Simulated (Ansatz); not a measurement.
Calculated with Ansatz (gas phase, PBE0-D4/def2-TZVP geometries, no zero-point term in ΔE). CBS: MP2 limit from def2 TZ/QZ plus the TZ coupled-cluster correction, frozen cores. This one scheme is used for every species. DFT in def2-TZVPP. HSE06 is defined as in plane-wave codes. For Ga outer-core shells are correlated without core-valence functions, which leaves a few kJ/mol of doubt a bond. Scalar relativity is left out up to krypton.

Consider the β-hydride elimination: `C[O][GaH2]` → `[GaH3]` + `C=O`.

(1) Is it downhill or uphill in electronic energy at CCSD(T)/CBS, and by how much? (Estimate.)

(2) What do these levels give: PBE-D4, r2SCANh-D4, BHLYP-D4, ωB97M-V, B2PLYP, PBE-QIDH, r2SCANh, r2SCAN0, HSE06, HF/def2-QZVPP, SCS-MP2/def2-QZVPP, HF/CBS(def2)? (Best estimate.)

Largest T1 diagnostic among the species: 0.015.

Answers

(1) Ansatz gave: Uphill: ΔE = +179.0 kJ/mol.

(2) Ansatz gave: PBE-D4 175.6, r2SCANh-D4 185.4, BHLYP-D4 178.7, ωB97M-V 172.7, B2PLYP 169.3, PBE-QIDH 187.0, r2SCANh 183.8, r2SCAN0 186.5, HSE06 177.8, HF/def2-QZVPP 146.3, SCS-MP2/def2-QZVPP 174.4, HF/CBS(def2) 146.3 kJ/mol.

From BLYP to BHLYP (50 % exact exchange), in def2-TZVPP and without D4, ΔE moves by +22.7 kJ/mol. Leaving LDA and LC-ωPBE aside and taking each functional with its dispersion term where it has one, the values, not all of them listed here, spread over 27.4 kJ/mol, from BLYP-D4 to r2SCAN0-D4. LDA lies +46.1 kJ/mol from PBE without D4. At CCSD(T), def2-SVP lies −18.5 kJ/mol from the extrapolated value and def2-TZVPP −5.9 kJ/mol.
